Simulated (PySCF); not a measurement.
CH4OSe.
SMILES: `C[SeH]=O`

Theory: PBE0-D3(BJ)/def2-SVP geometry optimisation, gas phase in PySCF 2.14.0.

Take the most abundant isotopes and a rigid rotor. 

(1) What are A, B and C (MHz)?

(2) Classify the top.

(3) What does the inertial defect say?

(4) Give the other two planar moments, Paa and Pbb, and the rms extents of the mass along the axes.

(5) Give the coordinates in the principal-axis frame, origin at the centre of mass.

(6) Where do the levels up to J = 4 lie, in cm⁻¹?

(7) Predict some low-J microwave lines.

Answers

(1) Ia = 32.15, Ib = 71.28, Ic = 96.05 u·Å²; 505379 MHz·u·Å²/I gives A = 15722, B = 7090, C = 5262 MHz.

(2) An asymmetric top. Ray's parameter κ = (2B − A − C)/(A − C) = -0.650; −1 is the prolate and +1 the oblate limit.

(3) Not planar: Δ = Ic − Ia − Ib = -7.37 u·Å². For a rigid frame Δ = −2 Σ m c², so Σ m c² = 3.69 u·Å² lies off the ab plane: 3.62 from hydrogen and 0.06 from heavier atoms. The atom farthest from that plane is 1.41 Å away.

(4) Paa = Σ m a² = (Ib + Ic − Ia)/2 = 67.59 and Pbb = Σ m b² = (Ia + Ic − Ib)/2 = 28.46 u·Å². With the mass M = 111.94 u, the rms extents √(P/M) along a, b and c are 0.78, 0.50, 0.18 Å.

(5) The sense of each axis is arbitrary; atoms in the order of the calculation.
| atom | mass (u) | a (Å) | b (Å) | c (Å) |
| --- | --- | --- | --- | --- |
| C1 | 12.000 | -1.655 | -0.589 | -0.008 |
| Se2 | 79.917 | 0.089 | 0.294 | 0.025 |
| O3 | 15.995 | 1.176 | -0.929 | -0.028 |
| H4 | 1.008 | -2.452 | 0.137 | -0.225 |
| H5 | 1.008 | -1.804 | -1.039 | 0.982 |
| H6 | 1.008 | -1.609 | -1.377 | -0.772 |
| H7 | 1.008 | -0.116 | 0.757 | -1.409 |

(6) Above 0(0,0):
J = 1: 1(0,1) 0.4120, 1(1,1) 0.6999, 1(1,0) 0.7609
J = 2: 2(0,2) 1.2273, 2(1,2) 1.4629, 2(1,1) 1.6459, 2(2,1) 2.5097, 2(2,0) 2.5184
J = 3: 3(0,3) 2.4296, 3(1,3) 2.6024, 3(1,2) 2.9675, 3(2,2) 3.7457, 3(2,1) 3.7881, 3(3,1) 5.3429, 3(3,0) 5.3437
J = 4: 4(0,4) 3.9995, 4(1,4) 4.1131, 4(1,3) 4.7176, 4(2,3) 5.3869, 4(2,2) 5.5073, 4(3,2) 7.0062, 4(3,1) 7.0116, 4(4,1) 9.2215, 4(4,0) 9.2216
Those of J = 1 are B + C, A + C and A + B.

(7) The dipole components are |μa| = 3.43 D, |μb| = 2.03 D, |μc| = 0.26 D. Intensities carry the squares of the components, which stand as 1.00 : 0.35 : 0.01 (a : b : c). Some lines, for components of 0.1 D or more:

```
type  branch         J(Ka,Kc)     MHz  lower level (cm⁻¹)
   c       Q  2(1,2) ← 2(0,2)    7064               1.227
   b       Q  2(1,1) ← 2(0,2)   12550               1.227
   b       R  2(0,2) ← 1(1,1)   15810               0.700
   c       Q  4(2,3) ← 4(1,3)   20066               4.718
   b       Q  2(2,0) ← 2(1,1)   26156               1.646
   b       R  4(0,4) ← 3(1,3)   41886               2.602
   b       Q  5(2,4) ← 5(1,5)   43104               5.990
   b       Q  4(3,2) ← 4(2,3)   48545               5.387
   c       R  3(1,2) ← 2(0,2)   52171               1.227
   a       R  4(1,3) ← 3(1,2)   52465               2.968
   b       R  5(0,5) ← 4(1,4)   54226               4.113
   a       R  5(1,5) ← 4(1,4)   56263               4.113
   c       Q  4(4,1) ← 4(3,1)   66251               7.012
   b       Q  4(4,0) ← 4(3,1)   66253               7.012
   c       R  3(2,2) ← 2(1,2)   68435               1.463
   b       R  3(2,1) ← 2(1,2)   69706               1.463
   c       R  4(2,3) ← 3(1,3)   83478               2.602
   b       R  3(3,0) ← 2(2,1)   84961               2.510
   c       R  5(2,3) ← 4(1,3)   88968               4.718
   b       R  4(3,1) ← 3(2,2)   97910               3.746
   c       R  5(2,4) ← 4(1,4)   99367               4.113
   b       R  5(3,3) ← 4(2,2)  107369               5.507
   c       R  5(3,3) ← 4(2,3)  110980               5.387
   b       R  5(3,2) ← 4(2,3)  111616               5.387
   c       R  4(4,1) ← 3(3,1)  116279               5.343
   c       R  5(4,1) ← 4(3,1)  128603               7.012
   b       R  5(5,0) ← 4(4,1)  147714               9.222
```

Not checked by PBE0-D3(BJ)/def2-SVP frequencies. Constants of a rigid frame at the computed geometry: no zero-point averaging, no centrifugal distortion. A rigid rotor knows nothing of internal rotation, which can split or shift real lines.
